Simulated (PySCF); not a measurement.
B(F)(H)(SH) (BFH₂S), SMILES SBF. Heavy atoms are numbered as in [BH:1]([F:2])[SH:4]. Hydrogens are named by the atom that carries them.

Geometry optimised at B3LYP-D3(BJ)/def2-TZVP. One conformer was computed; it need not be the lowest.

Calculation: PBE0/pcSseg-2 run with PySCF.

GIAO shieldings, no solvent; atoms alike by connectivity are averaged. δ = σ(ref) − σ: ¹¹B against BF3 (σ = 88.8 ppm); ¹⁹F against CFCl3 (σ = 165.8 ppm); ¹H against TMS (σ = 31.54 ppm); ³³S against H2S (σ = 711.3 ppm), references at their B3LYP-D3(BJ)/def2-TZVP geometries, non-relativistic.

Problem. Estimate the chemical shifts. (Estimate from the structure and the level; the computed values follow.)

Solution. 
```
nucleus    atoms  count  δ (ppm)
-------  -------  -----  -------
¹¹B      B1 (BH)      1     41.5
¹⁹F           F2      1    -40.1
¹H       H on B1      1     6.13
¹H       H on S4      1     2.66
³³S      S4 (SH)      1    181.5
```
